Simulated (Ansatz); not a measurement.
C2H10B2S2 (`C[B@H-]1[SH+][B@@H-](C)[SH+]1`), relaxed with RKS PBE-D4/def2-SVP in the Gaussian-basis code of Ansatz from a rough embedded geometry. The force threshold is 0.03 eV/Å; the program also tests the step.

Total charge 0; spin multiplicity 1.

Start:

```xyz
16

C     1.052   -1.566   -1.094
B     1.299   -0.482   -0.021
S     0.791    1.220   -0.622
B    -0.440    1.036    0.891
C    -1.924    1.068    0.304
S     0.087   -0.666    1.390
H     1.693   -1.402   -1.989
H    -0.058   -1.526   -1.469
H     1.227   -2.638   -0.739
H     2.435   -0.519    0.366
H     1.774    2.096   -0.260
H    -0.218    1.839    1.685
H    -2.179    2.052   -0.158
H    -2.599    0.802    1.122
H    -2.047    0.294   -0.491
H    -0.892   -1.609    1.088
```

(1) How much energy does the relaxation release, and in how many steps? (Estimate.)

(2) Which bonds change most? (Estimate.)

(3) Give the relaxed structure. (An estimate is asked.)

Answers

(1) The calculation gave: 0.85 eV, in 5 steps.

(2) Computed: B4–S6 from 1.850 to 2.005 Å; B2–S3 from 1.875 to 2.011 Å; B2–S6 from 1.869 to 2.005 Å; B4–H12 from 1.151 to 1.220 Å.

(3) Ansatz gave: 
```xyz
16

C     1.093   -1.676   -1.163
B     1.371   -0.559   -0.062
S     0.781    1.255   -0.701
B    -0.496    1.110    0.847
C    -2.008    1.097    0.348
S     0.116   -0.686    1.496
H     1.766   -1.536   -2.036
H     0.051   -1.676   -1.548
H     1.297   -2.689   -0.755
H     2.496   -0.451    0.399
H     1.745    2.003   -0.097
H    -0.159    1.923    1.693
H    -2.292    2.093   -0.056
H    -2.699    0.880    1.191
H    -2.210    0.350   -0.450
H    -0.851   -1.439    0.893
```
